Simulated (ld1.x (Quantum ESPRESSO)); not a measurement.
## thulium (Tm): one change to a TM potential, before and after

Tm, norm-conserving Troullier–Martins (Kleinman–Bylander form), made with ld1.x (Quantum ESPRESSO) 7.5 (PBEsol, scalar-relativistic). Core [Xe], reference 4f13 5d1 6s1 6p0. Waves: 6s (bound): rc 3.25 bohr; 6p (bound, empty): rc 4.20 bohr; 5d (bound): rc 2.10 bohr; 4f (bound): rc 1.00 bohr. Local part: all-electron potential smoothed inside 3.10 bohr (lloc = -1). Core correction: none.

Change: local potential all-electron potential smoothed inside 4.90 bohr (lloc = -1).

Cutoffs: the cutoffs (Ry, on a coarse ladder) from which the occupation-weighted sum of valence levels, in a spherical-Bessel basis at the reference potential, stays within 10 and 1 mRy of its value at 400 Ry; they do not see the model core or the augmentation charge, which bear on the density cutoff. Errors are all-electron minus pseudo energies relative to the spin-unpolarised reference configuration.

**Question.** Predict the effect on cutoff, ghosts and configuration errors.

**Answer.** The number of tests that count goes from 7 to 5; of the 5 tests that both files solve, the error grows in 1 and shrinks in 3 by more than 15 % and 0.3 meV (median size 24.4 → 5.6 meV); neither file shows a bound ghost at the reference potential, the only one tested.

```csv
quantity,base,changed
"cutoff, loose",over 300 Ry,over 300 Ry
"cutoff, tight",over 300 Ry,over 300 Ry
bound ghosts,none,none
"tests counted (converged, no solver errors)",7 of 7,5 of 7
"error for 4f13 5d0 6s2 6p0, meV [ΔE -3.11 eV]",+9.1,+5.6
"error for 4f13 5d0 6s1 6p0, meV [ΔE 3.36 eV]",+24,+3.3
"error for 4f13 5d0 6s0 6p0, meV [ΔE 15.34 eV]",+210,+179
"error for 4f12 5d0 6s2 6p0, meV [ΔE 7.38 eV]",-803,-2880
"error for 4f13 5d1 6s0 6p0, meV [ΔE 6.06 eV]",+16,-3.4
```

Base: ld1.x printed “convergence not achieved” for 4 of the counted tests; their residual had stalled under 1e-8, short of the target of 1e-14. Changed file: Tests not counted: 4f13 5d0 6s0 6p2 (solver errors, printed error +16 meV); 4f13 5d0.5 6s1.5 6p0 (an occupied level unbound or not found, printed error +2.1 meV). These tests converged, but a pseudo level misses the all-electron one widely, so the file describes the atom poorly there or has found another state: 4f12 5d0 6s2 6p0: 4f by 5.8 eV. ld1.x printed “convergence not achieved” for 3 of the counted tests; their residual had stalled under 1e-8, short of the target of 1e-14.
